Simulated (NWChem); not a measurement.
# C$_{3}$H$_{8}$N, doublet; SMILES C[C](C)N

```xyz
12

C     -0.6900    -0.0137     1.3038
C      0.0120     0.1561     0.0000
C     -0.6900    -0.0137    -1.3038
N      1.4123     0.0483     0.0000
H     -1.7325     0.3590     1.2524
H     -0.7477    -1.0855     1.6432
H     -0.1795     0.5418     2.1220
H     -1.7325     0.3590    -1.2524
H     -0.1795     0.5418    -2.1220
H     -0.7477    -1.0855    -1.6432
H      1.8209    -0.3703    -0.8420
H      1.8209    -0.3703     0.8420
```
Atoms are numbered in this order, from 1.

Program: NWChem. Spin-unrestricted. All runs use the structure optimised with PBE-D3(BJ)/def2-SVP, spin-unrestricted. No stability test was run on the SCF state. Level TPSS/def2-SVP: single points from the atomic guess with DIIS by default; each run changes one setting, and all converged runs end within 0.3 mHa of each other. NWChem's automatic level shift, which a small gap switches on, acted in some of these runs.

Task: Which setting needs the most SCF iterations, or fails (occupation smearing of 0.005 Ha; defaults; level shift of 0.5 Ha throughout; no DIIS, 40 % damping; core-Hamiltonian guess)?

Result: core-Hamiltonian guess, with 31 against 9 for the defaults.
```tsv
setting	SCF iterations
defaults	9
no DIIS, 40 % damping	20
core-Hamiltonian guess	31
occupation smearing of 0.005 Ha	9
level shift of 0.5 Ha throughout	12
```
